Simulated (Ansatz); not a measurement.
Gas-phase electronic energies from Ansatz, PBE0-D4/def2-TZVP geometries. CCSD(T)/CBS is the MP2 limit (def2-TZVPP, def2-QZVPP) plus CCSD(T) − MP2 in def2-TZVPP, frozen cores. This one scheme is used for every species. Each species was taken in one conformer, which may not be the lowest.

Consider the silylene loss: `[AlH2][SiH2]O[SiH3]` → `O[SiH2][AlH2]` + `[SiH2]`.

```tsv
species	SCS-MP2/def2-QZVPP energy (Eh)
`[AlH2][SiH2]O[SiH3]`	-899.51676
`O[SiH2][AlH2]`	-609.21798
`[SiH2]`	-290.16517
```

Question: Work out ΔE.

Answer: ΔE = (-609.21798) + (-290.16517) − (-899.51676) = 0.13361 Eh = +83.8 kcal/mol. CCSD(T)/CBS gives +81.0 kcal/mol.

Largest T1 diagnostic among the species: 0.014.

The D4 term adds +2.9 kcal/mol with B3LYP and +1.6 kcal/mol with PBE0; it sums over pairs of atoms, weighted by their polarisabilities, and B3LYP, whose exchange is more repulsive, gets the larger term. From PBE to PBE0 (25 % exact exchange), in def2-TZVPP and without D4, ΔE moves by +3.4 kcal/mol.

B3LYP here is the variant with VWN-RPA as its local correlation; programs differ in this.
